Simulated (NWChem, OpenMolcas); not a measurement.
## From NWChem to OpenMolcas

NWChem 7.3.0 runs this on SnH3O2 (SMILES [OH][SnH][OH]):

a.nw:
```
start a
memory stack 880 mb heap 220 mb global 1100 mb

geometry noautosym nocenter noautoz
O    -1.248300   -0.684700   -0.233400
Sn    0.417000    0.302500   -0.639600
O     1.413900   -0.038300    1.016700
H    -1.852000   -0.783400   -0.973600
H     0.128600    2.026100   -0.624300
H     1.182700   -0.886000    1.408100
end

basis spherical bse
* library def2-SVPD
end

ecp bse
Sn library def2-SVPD
end

dft
xc m06-2x
mult 2
grid fine
convergence energy 1e-08
iterations 100
mulliken
noprint "final vectors analysis"
end

task dft gradient
```

```bash
$ nwchem a.nw > a.out
```

The shape is that of a PBE0-D4/def2-TZVP optimisation. This is one conformer, not always the lowest.

It gives a total energy of -366.311847 Eh.

Problem. How is this level of theory, on these atoms, set up in OpenMolcas 26.06 as an input file of the program's own, asking for the energy?

Solution. This input was run:

test.input:
```
&GATEWAY
  BasLib
  $CurrDir
  Coord
  6
  angstrom
  O       -1.248300      -0.684700      -0.233400
  Sn       0.417000       0.302500      -0.639600
  O        1.413900      -0.038300       1.016700
  H       -1.852000      -0.783400      -0.973600
  H        0.128600       2.026100      -0.624300
  H        1.182700      -0.886000       1.408100
  Basis
  def2-SVPD
  Group
  NoSym

&SEWARD
  GridInput
  Grid=UltraFine
  End of Grid

&SCF
  UHF
  Spin
  2
  KSDFT
  M062X
  Thresholds
  1e-10 1e-07 1e-07 1e-05
  PrOrbitals
  1 1
```

```bash
$ export MOLCAS_MEM=1860
$ pymolcas test.input > test.log
```

(Basis files named in the input come from the Basis Set Exchange and aren't shown.)

Its energy is -366.311856 Eh, 0.009 mEh from the first.
